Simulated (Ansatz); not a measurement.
Gas-phase electronic energies from Ansatz, PBE0-D4/def2-TZVP geometries. CCSD(T)/CBS adds triple-zeta CCSD(T) − MP2 to the extrapolated MP2 energy (def2 sets, frozen cores). Functionals use def2-TZVPP. For Ga outer-core shells are correlated without core-valence functions, which leaves a few kJ/mol of doubt a bond. Scalar relativity is left out up to krypton.

Consider the dimerisation: 2 `[NH2][GaH2]` → `[NH2+]1[GaH2-][NH2+][GaH2-]1`.

`[NH2][GaH2]`:

```xyz
6

N    -0.893   -0.294    0.158
Ga    0.806    0.265   -0.142
H    -1.132   -1.204    0.512
H    -1.709    0.270   -0.010
H     1.947   -0.752    0.178
H     0.982    1.714   -0.695
```

`[NH2+]1[GaH2-][NH2+][GaH2-]1`:

Z-matrix (Å, degrees):
```
Ga
N 1 2.017
Ga 1 2.939 2 43.2
N 1 2.017 2 86.5 3 -0.3
H 1 1.570 2 109.6 3 -109.8
H 1 1.570 2 109.5 3 109.2
H 2 1.012 1 114.0 3 118.3
H 2 1.012 1 114.0 3 -118.3
H 3 1.570 1 117.1 2 90.2
H 3 1.570 1 117.6 2 -89.8
H 4 1.012 1 114.0 2 118.6
H 4 1.012 1 114.0 2 -118.0
```

CCSD(T)/CBS gives -2.23 eV.

(1) Another level gave -2.03 eV. Which?
A. r2SCANh/def2-TZVPP
B. revPBE/def2-TZVPP
C. PBE/def2-TZVPP
D. B2PLYP/def2-TZVPP

(2) What do rigid-rotor, harmonic-oscillator terms from PBE0-D4/def2-TZVP frequencies (298.15 K, 1 bar) make of the CCSD(T)/CBS value? (Estimate.)

Largest T1 diagnostic among the species: 0.014.

## Answers

(1) D. B2PLYP -2.03, r2SCANh -2.24, PBE -1.94, revPBE -1.72 eV.

(2) Computed: ΔZPE = +0.17 eV, ΔH = -2.11 eV, ΔS = -187 J/(mol·K), ΔG = -1.53 eV.

Leaving LDA and LC-ωPBE aside and taking each functional with its dispersion term where it has one, the values, not all of them listed here, spread over 0.37 eV, from r2SCAN0-D4 to BLYP-D4. LDA lies −0.48 eV from PBE without D4. The D4 term adds −0.26 eV with B3LYP and −0.14 eV with PBE0; it sums over pairs of atoms, weighted by their polarisabilities, and B3LYP, whose exchange is more repulsive, gets the larger term. From BLYP to BHLYP (50 % exact exchange), in def2-TZVPP and without D4, ΔE moves by −0.42 eV.

CCSD(T)/CBS has its own doubt, a few kJ/mol and more with outer-core shells, so smaller differences from it don't rank the levels.

B3LYP here is the variant with VWN-RPA as its local correlation; programs differ in this.
